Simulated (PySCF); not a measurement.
Molecule: 2-Methylpyridine-N-oxide (SMILES c1(C)cccc[n+]1[O-]).

Bonds (- single, = double, # triple, : aromatic): C1-C2 1.483 Å, C2:C3 1.388 Å, C3:C4 1.392 Å, C4:C5 1.394 Å, C5:C6 1.381 Å, C6:N7 1.367 Å, N7-O8 1.254 Å, N7:C2 1.380 Å. C1 carries H9, H10, H11; C3 carries H12; C4 carries H13; C5 carries H14; C6 carries H15. Formal charges: N7 +1, O8 -1.

Spin–spin couplings on one PBE0-D3(BJ)/def2-SVP geometry, PySCF 2.14.0 with density-fitted response routines, gas phase, non-relativistic, equivalent pairs averaged (spin–dipole term only in couplings to heteroatoms); isotopes ¹³C, ¹H; functional B3LYP.

How do the couplings (Hz) change with the basis set? Times are CPU seconds on shared hosts with different chips, so compare them loosely. Far from the basis limit: 6-31G-J, pcJ-0, 6-31G*, def2-TZVP.

Results:


| basis set | functions | ¹J(C6,H15) | ¹J(C4,H13) | ¹J(C5,H14) | ¹J(C3,H12) | ¹J(C1,H9) | ¹J(C2,C3) | ¹J(C5,C6) | core-s |
| --- | --- | --- | --- | --- | --- | --- | --- | --- | --- |
| 6-31G-J | 124 | 201.0 | 181.6 | 177.9 | 175.6 | 141.3 | 70.4 | 68.0 | 21 |
| pcJ-0 | 125 | 177.4 | 159.5 | 155.9 | 154.4 | 119.3 | 55.1 | 52.5 | 19 |
| 6-31G* | 126 | 185.9 | 166.3 | 161.7 | 160.8 | 148.0 | 89.4 | 86.3 | 21 |
| pcJ-1 | 286 | 193.9 | 175.2 | 171.8 | 169.3 | 137.2 | 70.1 | 68.1 | 72 |
| def2-TZVP | 290 | 184.1 | 166.4 | 163.6 | 161.2 | 129.2 | 69.7 | 67.1 | 75 |

The Fermi-contact term samples the wavefunction at the nucleus, which is why sets with added tight s functions (names with J) are made for couplings.
